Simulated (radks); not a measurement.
Problem. The mean radii <r> (bohr) of the occupied orbitals of an atom or ion are listed with their occupations. Calculated with a radial shooting solver on a logarithmic mesh with Libxc functionals: non-relativistic Kohn-Sham, PBE, spin-unpolarised, spherical densities, point nucleus.

orbital  occ.      <r>
1s          2  0.02924
2s          2   0.1260
2p          6   0.1074
3s          2   0.3357
3p          6   0.3262
3d         10   0.2969
4s          2   0.7899
4p          6   0.8266
4d          9   0.9407
5s          2    1.983
5p          3    2.266

Name the element and its charge.

Solution. Z = 52, tellurium, charge +2: Te2+ in [Kr] 4d9 5s2 5p3. The 1s radius gives Z: for a bare nucleus <r> = 1.5/Z, 0.02885 bohr for Z = 52, and screening makes it slightly larger (0.02924 here). The occupations add up to 50, and the charge is Z minus that.
